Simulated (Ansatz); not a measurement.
Pulling on the B1–Br3 bond in BBr2H (SMILES BrBBr) (multiplicity 1 held, fragments rigid). Energies count from the point at 1.902 Å.
Geometry at that point (charge 0, multiplicity 1):
| atom | x (Å) | y (Å) | z (Å) |
|---|---|---|---|
| B | -0.6232 | -0.3810 | -0.4127 |
| H | -1.4997 | -0.9168 | -0.9933 |
| Br | -0.3283 | 1.4775 | -0.6876 |
| Br | 0.4602 | -1.3969 | 0.7750 |

Signs of static correlation in cc-pVDZ, with CASSCF(6,4), from Ansatz (a quantum-chemistry and plane-wave program) runs.

| R (Å) | T1 of restricted CCSD | ⟨S²⟩ of UHF | largest double amplitude of restricted CCSD | weight of the CASSCF reference in MRCISD | CASSCF natural occupations |
|---|---|---|---|---|---|
| 1.521 | 0.011 | 0.000 | 0.047 | 0.889 | 2.00 1.99 1.99 0.02 |
| 1.712 | 0.013 | 0.000 | 0.042 | 0.887 | 2.00 2.00 1.99 0.01 |
| 1.902 | 0.015 | 0.000 | 0.039 | 0.886 | 2.00 2.00 1.98 0.02 |
| 2.092 | 0.016 | 0.000 | 0.039 | 0.885 | 2.00 2.00 1.97 0.03 |
| 2.282 | 0.017 | 0.000 | 0.045 | 0.885 | 2.00 2.00 1.96 0.04 |
| 2.567 | 0.019 | 0.000 | 0.105 | 0.885 | 2.00 2.00 1.92 0.08 |
| 2.853 | 0.024 | 0.489 | 0.165 | 0.885 | 2.00 2.00 1.85 0.15 |
| 3.328 | (withheld) | 0.875 | 0.281 | 0.887 | 2.00 2.00 1.66 0.34 |
| 3.803 | 0.071 | 0.975 | 0.450 | 0.888 | 2.00 2.00 1.40 0.60 |
| 4.374 | 0.108 | 1.004 | 0.706 | 0.888 | 2.00 2.00 1.18 0.82 |
| 5.135 | 0.138 | 1.010 | (withheld) | 0.888 | 2.00 2.00 1.06 0.94 |
| 6.086 | 0.146 | 1.010 | 1.088 | 0.888 | 2.00 2.00 1.01 0.99 |

Problem. What belongs in the gaps?

Solution. 
- 3.328, T1 of restricted CCSD: 0.042
- 5.135, largest double amplitude of restricted CCSD: 0.968

Doubts at one or more of the structures used: active orbitals that take no part (SC-NEVPT2 on CASSCF(6,4)/cc-pVDZ); a restricted determinant that unrestricted orbitals would lower (R-CCSD(T)/cc-pVDZ); other coupled-cluster roots lie near (R-CCSD(T)/cc-pVDZ); T1 above 0.05 (R-CCSD(T)/cc-pVDZ, U-CCSD(T)/cc-pVDZ); a spin-contaminated determinant (U-CCSD(T)/cc-pVDZ).
